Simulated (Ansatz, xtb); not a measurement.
**C5H5NO: which of two isomers lies lower**

Structure X is `N#CC1=C(O)CC1`, a singlet and structure Y is `N#C[C@@H]1CC=C1O`, a singlet. Both are isolated molecules in the gas phase, relaxed with B3LYP-D3(BJ)/def2-SVP; the shapes shown needn't be the lowest conformers.

X (Å):

```yaml
atoms:
  - { symbol: C, position_ang: [-0.1518, -2.0449, 1.8616] }
  - { symbol: C, position_ang: [0.2212, -0.7876, 1.3342] }
  - { symbol: C, position_ang: [0.6474, -0.3543, 0.1205] }
  - { symbol: C, position_ang: [0.7850, 1.0933, 0.5261] }
  - { symbol: C, position_ang: [0.2931, 0.6131, 1.9378] }
  - { symbol: N, position_ang: [-0.4638, -3.0667, 2.3221] }
  - { symbol: O, position_ang: [0.8680, -0.9870, -1.0298] }
  - { symbol: H, position_ang: [1.1718, -0.3594, -1.6999] }
  - { symbol: H, position_ang: [0.1092, 1.7956, 0.0101] }
  - { symbol: H, position_ang: [1.8113, 1.4963, 0.5013] }
  - { symbol: H, position_ang: [1.0323, 0.7432, 2.7433] }
  - { symbol: H, position_ang: [-0.6708, 1.0425, 2.2518] }
```

Y (Å):

```xyz
12

C     0.5769   -1.5971    2.1460
C     0.5212   -0.9072    0.8609
C     1.6934    0.1056    0.5439
C     0.6178    1.1764    0.4577
C    -0.3714    0.3145    0.7603
N     0.6272   -2.1330    3.1723
O    -1.6957    0.3249    0.9362
H     0.3546   -1.6466    0.0593
H     2.4166    0.2073    1.3682
H     2.2337   -0.1309   -0.3872
H     0.6540    2.2413    0.2247
H    -2.0306    1.2294    0.8489
```

Problem. Estimate which is lower in electronic energy at CCSD(T)/def2-SVP + ΔMP2/def2-TZVPP, and by roughly how much.

Solution. The CCSD(T)/def2-SVP + ΔMP2/def2-TZVPP calculation puts structure X lower, by 3.8 kcal/mol.

Level by level:

```tsv
level	geometry	E(Y) − E(X) (kcal/mol)	departure from the last row (kcal/mol)	job, with rough time for the two
GFN2-xTB	GFN2-xTB	+4.9	+1.1	optimisation, 0.34 s
HF/STO-3G	GFN2-xTB	+7.3	+3.5	single point, 1.9 s
r2SCAN-D4/def2-SVP	GFN2-xTB	+7.3	+3.5	single point, 10 s
B3LYP-D3(BJ)/def2-SVP	B3LYP-D3(BJ)/def2-SVP	+6.1	+2.2	optimisation, 1.7 min
HF/def2-SVP	B3LYP-D3(BJ)/def2-SVP	+3.8	−0.1	part of the CCSD(T) run
MP2/def2-SVP	B3LYP-D3(BJ)/def2-SVP	+4.4	+0.6	part of the CCSD(T) run
CCSD(T)/def2-SVP	B3LYP-D3(BJ)/def2-SVP	+3.9	0.0	single point
CCSD(T)/def2-SVP + ΔMP2/def2-TZVPP	B3LYP-D3(BJ)/def2-SVP	+3.8		single point, 2.6 min
```

As drawn, both hold the same kinds of bond in the same numbers.

The levels shown agree on the order. The largest departure from CCSD(T)/def2-SVP + ΔMP2/def2-TZVPP is that of r2SCAN-D4/def2-SVP, 3.5 kcal/mol. The last row adds to CCSD(T) the change of the MP2 difference between the two basis sets, here 0.0 kcal/mol.

With thermal terms from frequencies at re-optimised GFN2-xTB minima (ideal gas, soft modes damped towards free rotors, one conformer each, 298.15 K, 1 atm): the zero-point term adds −0.2 kcal/mol; ΔH is +3.6 and ΔG +3.7 kcal/mol.

The correlated steps freeze 7 core orbitals. Mirror images aren't counted in ΔG. Codes used: Ansatz 0.2.0, xtb 6.7.1; the last row on 2 threads of Intel(R) Xeon(R) Processor @ 2.50GHz (Skylake/Cascade Lake) on a shared host.
